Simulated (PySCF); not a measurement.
C₅H₁₁FN (charge +1).
SMILES: `FC[C@@H]1CCC[NH2+]1`

The closed-shell SCF was solved with PySCF and density fitting under several settings on one GFN2-xTB geometry (grid level 2 and gas phase unless stated).

| settings | basis functions | SCF cycles | E (Eh) | HOMO (eV) | LUMO (eV) |
| --- | --- | --- | --- | --- | --- |
| PBE0/pcSseg-1 | 174 | 12 | -351.0720 | -14.12 | -4.17 |
| PBE0/def2-SVPD | 231 | 12 | -350.8827 | -14.13 | -4.32 |

Q: Estimate the row for these settings: KT2/def2-SVPD, energy threshold 1e-07 Eh.

A: 
```csv
settings,basis functions,SCF cycles,E (Eh),HOMO (eV),LUMO (eV)
"KT2/def2-SVPD, energy threshold 1e-07 Eh",231,9,-356.8616,-12.67,-5.23
```

Q: Over all rows, what range does the HOMO–LUMO gap span?

A: From 7.44 eV (KT2/def2-SVPD, energy threshold 1e-07 Eh) to 9.95 eV (PBE0/pcSseg-1). The functional of the narrowest has no exact exchange, that of the widest 25 % exact exchange.

Q: Compare two rows with the functional PBE0: PBE0/pcSseg-1 and PBE0/def2-SVPD. Which energy is lower, and by how much?

A: PBE0/pcSseg-1 (174 functions) lies 0.1893 Eh or 119 kcal/mol below PBE0/def2-SVPD (231 functions). The smaller set gives the lower energy; the two sets aren't nested, so the variational bound doesn't order them by size.

Cycle counts include a coarse-grid stage where the run had one. KT2 was designed for NMR shieldings or shifts; total energies of different functionals aren't comparable.

One conformer stands for the species.
